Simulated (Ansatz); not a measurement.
`O[SiH](Cl)O[Si](O)(F)F` → Cl• + 2 F• + 3 H• + 3 O• + 2 Si•  (atomization)

Calculated with Ansatz (gas phase, PBE0-D4/def2-TZVP geometries, no zero-point term in ΔE). CBS: MP2 limit from def2 TZ/QZ plus the TZ coupled-cluster correction, frozen cores. This one scheme is used for every species, atoms too. DFT in def2-TZVPP. B3LYP here is the variant with VWN-RPA as its local correlation; programs differ in this. HSE06 is defined as in plane-wave codes. Open shells (•) are unrestricted, without spin–orbit coupling. Spin–orbit coupling would lower the free atoms: a little for Cl, F, O, Si. One conformer a species, not always the lowest.

(1) What is ΔE at CCSD(T)/CBS? (Estimate.)

(2) What do these levels give: BLYP-D4, HSE06-D4, CAM-B3LYP-D4, revPBE, B3LYP, r2SCAN0, HSE06, CAM-B3LYP, LC-ωPBE, HF/def2-SVP, CCSD(T)/def2-SVP, CCSD(T)/def2-TZVPP? (Estimate.)

Largest T1 diagnostic among the species: 0.012.

Answers

(1) Computed: +49.60 eV.

(2) The calculation gave: BLYP-D4 48.76, HSE06-D4 48.45, CAM-B3LYP-D4 49.26, revPBE 47.04, B3LYP 48.04, r2SCAN0 48.01, HSE06 48.16, CAM-B3LYP 48.95, LC-ωPBE 48.79, HF/def2-SVP 34.26, CCSD(T)/def2-SVP 44.60, CCSD(T)/def2-TZVPP 47.89 eV.

From r2SCAN to r2SCAN0 (25 % exact exchange), in def2-TZVPP and without D4, ΔE moves by −1.22 eV: exact exchange takes away binding that semilocal exchange gives to molecules. Leaving LDA and LC-ωPBE aside and taking each functional with its dispersion term where it has one, the values, not all of them listed here, spread over 2.58 eV, from BHLYP-D4 to PBE-D4. LDA lies +7.31 eV from PBE without D4, its usual overbinding.

For atomizations the MP2-based limit and the directly extrapolated one differ by several kJ/mol either way, and by 10 to 25 for some Ge, Se and Sn compounds, so smaller differences from it don't rank the levels.
